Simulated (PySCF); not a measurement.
A GIAO shielding run with PySCF 2.14.0 with density-fitted response routines (density fitting, non-relativistic, gas phase) on `CCP(CC)(=O)CC`, C6H15OP:

```
$ OMP_NUM_THREADS=1 python probes_run.py task.json out

{"job": {"kind": "nmr", "xc": "PBE0", "basis": "pcSseg-1"}, "charge": 0, "multiplicity": 1}
C      2.568720     0.415985     0.445396
C      1.578567    -0.279682    -0.478349
P      0.010147    -0.659583     0.377316
O      0.205651    -1.432540     1.649763
C     -0.998013    -1.554006    -0.856344
C     -2.342415    -1.980233    -0.282917
C     -0.825901     0.941411     0.667244
C     -1.111919     1.813692    -0.544801
H      2.672191    -0.152004     1.381815
H      2.237504     1.433350     0.705929
H      3.560951     0.500846    -0.022429
H      1.378256     0.303600    -1.392684
H      1.974244    -1.257033    -0.802509
H     -1.106442    -0.948746    -1.771694
H     -0.396757    -2.438865    -1.125135
H     -2.995428    -1.114900    -0.088770
H     -2.877374    -2.649484    -0.972956
H     -2.194133    -2.508689     0.670408
H     -0.194031     1.463534     1.404845
H     -1.750510     0.681593     1.208788
H     -1.614800     2.746509    -0.247884
H     -0.188821     2.096876    -1.074131
H     -1.768734     1.307236    -1.268711
```

Hardware: 1 thread of an Intel Xeon Platinum 8488C, shared host. The job also computes population analyses, field gradients.

(1) How large is the calculation?

(2) How long does it take, and how much memory does it need?

## Answers

(1) 74 electrons, 218 basis functions and 1150 auxiliary functions.

(2) 40 s of wall time, with 13 SCF cycles and 4 response iterations; peak memory 1.2 GiB. Times on a shared host scatter by some tens of per cent.
